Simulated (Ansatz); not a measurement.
Basis sets compared for the cluster GeO₄H₄ (the lowest singlet isomer of a short search). The state is a singlet with charge 0. Geometry PBE-D4/def2-SVP. Ansatz on 4 threads of Arm Neoverse V2 on a shared host; times are rough, and most runs start from earlier orbitals.

```
atom   x (Å)   y (Å)   z (Å)
 Ge1   0.205   0.475   0.398
  O2   0.741  -0.934  -0.657
  O3   0.955   0.261   1.994
  O4  -1.566   0.329   0.558
  O5  -0.164  -0.757  -1.812
  H6  -1.899  -0.104  -0.254
  H7   0.523  -0.472   2.472
  H8   0.497  -0.611  -2.521
  H9   0.708   1.815  -0.177
```

The 6-31G sets use Cartesian d functions. The structure holds one bond between oxygen atoms, so isomers without such links may lie far lower. The structure comes from a short search, and lower isomers may exist.

Binding counts from free atoms (Ge triplet, O triplet, H doublet) in the same basis, without a counterpoise term.

| level | functions | energy (Eh) | HOMO (eV) | LUMO (eV) | binding per atom (eV) | wall time |
| --- | --- | --- | --- | --- | --- | --- |
| HF/STO-3G | 42 | -2349.4229 | -8.80 | 10.16 | 2.13 | 0.15 s |
| HF/6-31G | 73 | -2376.6382 | -13.07 | 3.27 | 1.62 | 0.3 s |
| HF/def2-TZVP | 196 | -2377.2455 | -12.80 | 3.25 | 2.00 | 1.2 s |
| PBE-D4/def2-SVP | 108 | -2379.1573 | -6.06 | -1.50 | 3.52 | 0.75 s |
| PBE-D4/def2-TZVP (with forces) | 196 | -2379.8030 | -6.40 | -1.89 | 3.52 | 1.6 s |
| r2SCAN-D4/def2-TZVP | 196 | -2380.2690 | -6.80 | -1.55 | 3.42 | 2.7 s |
| PBE0-D4/def2-SVP | 108 | -2379.1973 | -8.01 | -0.16 | 3.33 | 1.1 s |
| PBE0-D4/def2-TZVP | 196 | -2379.8399 | -8.22 | -0.50 | 3.34 | 2.1 s |

**Question.** Estimate the rows for PBE-D4/def2-TZVPD, r2SCAN-D4/def2-TZVPD, PBE0-D4/def2-TZVPD.

**Answer.** 
```csv
level,functions,energy (Eh),HOMO (eV),LUMO (eV),binding per atom (eV),wall time
PBE-D4/def2-TZVPD,250,-2379.8090,-6.52,-2.09,3.52,2.4 s
r2SCAN-D4/def2-TZVPD,250,-2380.2735,-6.88,-1.70,3.43,4.1 s
PBE0-D4/def2-TZVPD,250,-2379.8447,-8.30,-0.80,3.35,3.2 s
```
